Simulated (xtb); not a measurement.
(1R)-1-chloro-1-fluoro-2-methylpropane (C4H8ClF), SMILES CC([C@@H](Cl)F)C. All values are semi-empirical tight-binding results from xtb (GFN2-xTB unless named), good for trends rather than for accurate numbers. Coordinates come from a GFN2-xTB optimisation. One conformer was computed; it need not be the lowest.

```
Quantity                                           Value
-----------------------------------------  -------------
orbital gap                                      6.88 eV
dipole moment                                     2.54 D
zero-point energy                          71.0 kcal/mol
G − E(el) at 298.15 K (modified RRHO)      51.1 kcal/mol
static polarisability (D4 model)              64.8 bohr³
solvation energy, GFN2-xTB/ALPB(water)     -2.4 kcal/mol
solvation energy, GFN2-xTB/ALPB(methanol)  -5.0 kcal/mol
```
